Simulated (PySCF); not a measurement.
Species: C4H12Si2.
Z-matrix (Å and degrees, PBE0-D3(BJ)/def2-SVP geometry), rows numbered from 1:
```
Si
Si  1  2.3450
C   2  1.8894  1  110.55
C   3  1.5524  2  114.54  1  -169.12
C   4  1.5400  3   88.92  2   100.01
C   5  1.5402  4   89.25  3    16.13
H   1  1.4963  2  111.31  3   179.92
H   1  1.4973  2  110.57  3    59.47
H   1  1.4974  2  110.15  3   -59.87
H   2  1.5000  1  109.06  3  -120.62
H   2  1.4987  1  109.42  3   121.81
H   3  1.1028  2  108.03  1    60.76
H   4  1.1013  3  111.42  2  -146.54
H   4  1.1019  3  118.13  2   -20.87
H   5  1.1005  4  111.88  3   -97.18
H   5  1.1001  4  117.41  3   136.94
H   6  1.1011  3  111.59  2   146.10
H   6  1.1024  3  118.11  2    20.42
```

Linear response at CAM-B3LYP/def2-SVPD (PySCF, frozen core in the response, non-relativistic).

Static isotropic polarisability: 104.26 au (15.45 Å³), principal values 90.1, 98.6, 124.1 au.

Problem. What is the polarisability at 1064 nm and at the sodium D line?

Solution. 105.28 au at 1064 nm (+1.0 %), 107.70 au at 589.3 nm (+3.3 %). The rise at 589.3 nm is 3.36 times that at 1064 nm; a pure ω² law gives 3.26. The lowest singlet lies at 174 nm, shorter than both wavelengths.

Problem. What is the isotropic C6 coefficient between two such molecules, C6 = (3/π)∫α(iω)² dω?

Solution. 3943 au (Eh·bohr⁶) by a ten-point quadrature over imaginary frequencies, which is 2360 eV·Å⁶ or 227 J·nm⁶/mol.

Problem. Which effective excitation energy ω̄ makes London's formula C6 = (3/4)α²ω̄ exact here?

Solution. ω̄ = 4·C6/(3α²) = 0.484 Eh = 13.2 eV. A one-pole form α(ω) = α/(1 − ω²/ω̄²) fitted to the 1064 nm value gives 11.8 eV.

Problem. The lowest 6 singlets have (eV, f): 7.14, 0.037; 7.36, 0.017; 7.48, 0.016; 7.61, 0.041; 7.82, 0.235; 7.98, 0.129. What share of the static polarisability do they carry in the sum over states α = Σ f/ω²?

Solution. 5.85 au, 5.6 % of α; the largest term, 2.85 au, is that of the state at 7.82 eV. Their oscillator strengths add up to 0.47. Higher states carry the rest.

Problem. What molar refraction at the D line follows from R = (4π/3)·N_A·α′, with α′ the polarisability volume?

Solution. α′ = 15.96 Å³ gives R = 40.26 cm³/mol, for isolated, non-vibrating species.

Problem. What three-body coefficient follows from the one-pole estimate C9 = (3/4)·α·C6?

Solution. 308000 au. This is an estimate from the two numbers above, not a computed integral.

Problem. How many electrons N does the Slater–Kirkwood formula C6 = (3/4)·√N·α^(3/2) need to give this C6?

Solution. N = (4·C6/3)²/α³ = 24.4; the species has 64 electrons in all.

Problem. How anisotropic is the static polarisability, by Δα² = ½[(α1 − α2)² + (α2 − α3)² + (α3 − α1)²]?

Solution. Δα = 30.7 au, or 0.29 of the isotropic value.

Problem. What n − 1 at the D line would an ideal gas of it have at 273.15 K and 1 atm (2.6868 × 10¹⁹ cm⁻³), by n − 1 = 2π·N·α′?

Solution. 26.94 × 10⁻⁴, a formal value whether or not that pressure can be reached.

Cost: about 2.2 min of CPU time on one thread (grids of density and orbitals included); the machine was shared, so the figure is rough. This is the whole response run at CAM-B3LYP/def2-SVPD, SCF included.

One conformer stands for the species.
